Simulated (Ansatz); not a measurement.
`F[SiH]([SiH3])OC=S` + HCl → `F[SiH]([SiH3])Cl` + `OC=S` at 400 K and 1 bar (ligand exchange at the Si–O bond).

Isolated molecules relaxed with PBE0-D4/def2-TZVP in Ansatz; ΔE leaves out vibrations. CCSD(T)/CBS adds triple-zeta CCSD(T) − MP2 to the extrapolated MP2 energy (def2 sets, frozen cores). This one scheme is used for every species. One conformer a species, not always the lowest.

```csv
species,CCSD(T)/CBS energy (Eh),H − E (kJ/mol),S (J/(mol·K))
`F[SiH]([SiH3])OC=S`,-1192.03062,194.3,450.3
HCl,-460.38127,29.6,195.4
`F[SiH]([SiH3])Cl`,-1140.23962,131.5,375.5
`OC=S`,-512.17609,99.5,276.2
```

H − E and S are ideal-gas, rigid-rotor, harmonic terms from PBE0-D4/def2-TZVP, for one conformer and one mirror image of each species. 1 Eh = 2625.50 kJ/mol, R = 8.31446 J/(mol·K).

Question: By hand: ΔE, ΔH, ΔS and ΔG.

Answer: ΔE = (-1140.23962) + (-512.17609) − (-1192.03062) − (-460.38127) = -0.00382 Eh = -10.0 kJ/mol. Δ(H − E) = 131.5 + 99.5 − 194.3 − 29.6 = 7.1, so ΔH = -2.9 kJ/mol. ΔS = 375.5 + 276.2 − 450.3 − 195.4 = 6.0 J/(mol·K). ΔG = -2.9 − 400 × (6.0)/1000 = -5.3 kJ/mol.

Question: By hand: the equilibrium constant, and the temperature at which ΔG would vanish if ΔH and ΔS stayed fixed.

Answer: log₁₀ K = −ΔG/(RT ln 10) = 0.7. ΔH and −TΔS have one sign here, so there is no such temperature. One of them is within its doubt of zero, so this could turn.

TΔS isn't small against ΔH here. The sign of ΔG lies within the doubt. A doubt of 5 kJ/mol in ΔE shifts log₁₀ K by 0.7 here. Other conformers and mirror images would add mixing entropy, several J/(mol·K) or more a flexible species. Modes under 60 cm⁻¹, often nearly free rotors, make the harmonic entropy too high. These are equilibria of isolated gas molecules and say nothing of rates. Largest T1 diagnostic: 0.018 (customary marks: 0.02 for closed shells, 0.045 for open ones).
